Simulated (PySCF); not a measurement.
C2H5 (SMILES [CH2]C), doublet, at a GFN2-xTB geometry; DF-PBE/6-31G* in PySCF.

PySCF was given this input:
```python
from pyscf import gto, scf, dft

mol = gto.M(
    atom='''
C    -0.026147   -0.685649   -0.014718
C     0.009148    0.784300    0.016539
H     0.988175   -1.110004   -0.015687
H    -0.530880   -1.086909    0.864356
H    -0.521552   -1.050091   -0.914004
H     0.109216    1.306098    0.947834
H     0.057037    1.348999   -0.893424
''',
    basis='6-31g*',
    charge=0,
    spin=1,
    verbose=4,
)

mf = dft.UKS(mol)
mf.xc = 'pbe'
mf = mf.density_fit(auxbasis='def2-universal-jkfit')
mf.kernel()
```

Problem. Predict the main parts of the log of this PySCF run.

Solution. 
```
PySCF version 2.14.0

[INPUT] verbose = 4
[INPUT] num. atoms = 7
[INPUT] num. electrons = 17
[INPUT] charge = 0
[INPUT] spin (= nelec alpha-beta = 2S) = 1
[INPUT] symmetry False subgroup None
[INPUT] Mole.unit = angstrom
[INPUT] Symbol           X                Y                Z      unit          X                Y                Z       unit  Magmom
[INPUT]  1 C     -0.026147000000  -0.685649000000  -0.014718000000 AA   -0.049410668979  -1.295688827582  -0.027812989101 Bohr   0.0
[INPUT]  2 C      0.009148000000   0.784300000000   0.016539000000 AA    0.017287214588   1.482112199496   0.031254180374 Bohr   0.0
[INPUT]  3 H      0.988175000000  -1.110004000000  -0.015687000000 AA    1.867380113142  -2.097603557172  -0.029644133716 Bohr   0.0
[INPUT]  4 H     -0.530880000000  -1.086909000000   0.864356000000 AA   -1.003217805009  -2.053960332325   1.633396114125 Bohr   0.0
[INPUT]  5 H     -0.521552000000  -1.050091000000  -0.914004000000 AA   -0.985590439719  -1.984384395871  -1.727217236757 Bohr   0.0
[INPUT]  6 H      0.109216000000   1.306098000000   0.947834000000 AA    0.206388328420   2.468167511842   1.791146671551 Bohr   0.0
[INPUT]  7 H      0.057037000000   1.348999000000  -0.893424000000 AA    0.107784308967   2.549238652312  -1.688326673113 Bohr   0.0

nuclear repulsion = 37.2771759490944
number of shells = 22
number of NR pGTOs = 74
number of NR cGTOs = 38
basis = 6-31g*
ecp = {}

******** <class 'pyscf.df.df_jk.DFUKS'> ********
method = DFUKS
initial guess = minao
damping factor = 0
level_shift factor = 0
DIIS = <class 'pyscf.scf.diis.CDIIS'>
diis_start_cycle = 1
diis_space = 8
diis_damp = 0
SCF conv_tol = 1e-09
SCF conv_tol_grad = None
SCF max_cycles = 50
direct_scf = False
number electrons alpha = 9  beta = 8
XC library pyscf.dft.libxc version 7.1.2
    S. Lehtola, C. Steigemann, M. J. T. Oliveira, and M. A. L. Marques,  SoftwareX 7, 1–5 (2018)
XC functionals = pbe
    J. P. Perdew, K. Burke, and M. Ernzerhof,  Phys. Rev. Lett. 77, 3865 (1996)
    J. P. Perdew, K. Burke, and M. Ernzerhof,  Phys. Rev. Lett. 78, 1396 (1997)
    J. P. Perdew, K. Burke, and M. Ernzerhof,  Phys. Rev. Lett. 77, 3865 (1996)
    J. P. Perdew, K. Burke, and M. Ernzerhof,  Phys. Rev. Lett. 78, 1396 (1997)
radial grids:
    Treutler-Ahlrichs [JCP 102, 346 (1995); DOI:10.1063/1.469408] (M4) radial grids

becke partition: Becke, JCP 88, 2547 (1988); DOI:10.1063/1.454033
pruning grids: <function nwchem_prune>
grids dens level: 3
symmetrized grids: False
atomic radii adjust function: <function treutler_atomic_radii_adjust>
small_rho_cutoff = 0
Set gradient conv threshold to 3.16228e-05
tot grids = 77280
init E= -78.9280786036557

cycle= 1 E= -78.9821302518399  delta_E= -0.0541  |g|= 0.28  |ddm|= 1.52
cycle= 2 E= -78.944148056039  delta_E= 0.038  |g|= 0.386  |ddm|= 0.673
cycle= 3 E= -79.0277454811929  delta_E= -0.0836  |g|= 0.0126  |ddm|= 0.396
cycle= 4 E= -79.0278165017872  delta_E= -7.1e-05  |g|= 0.00762  |ddm|= 0.0207
cycle= 5 E= -79.0278434180657  delta_E= -2.69e-05  |g|= 0.00322  |ddm|= 0.00914
cycle= 6 E= -79.0278490090843  delta_E= -5.59e-06  |g|= 0.000447  |ddm|= 0.00316
cycle= 7 E= -79.027849179248  delta_E= -1.7e-07  |g|= 5.21e-05  |ddm|= 0.000693
cycle= 8 E= -79.0278491820271  delta_E= -2.78e-09  |g|= 9.66e-06  |ddm|= 0.000102
cycle= 9 E= -79.0278491821071  delta_E= -8e-11  |g|= 2.75e-06  |ddm|= 2.42e-05
Extra cycle  E= -79.027849182112  delta_E= -4.86e-12  |g|= 1.95e-06  |ddm|= 8.23e-06
converged SCF energy = -79.027849182112  <S^2> = 0.75340524  2S+1 = 2.0034023
```
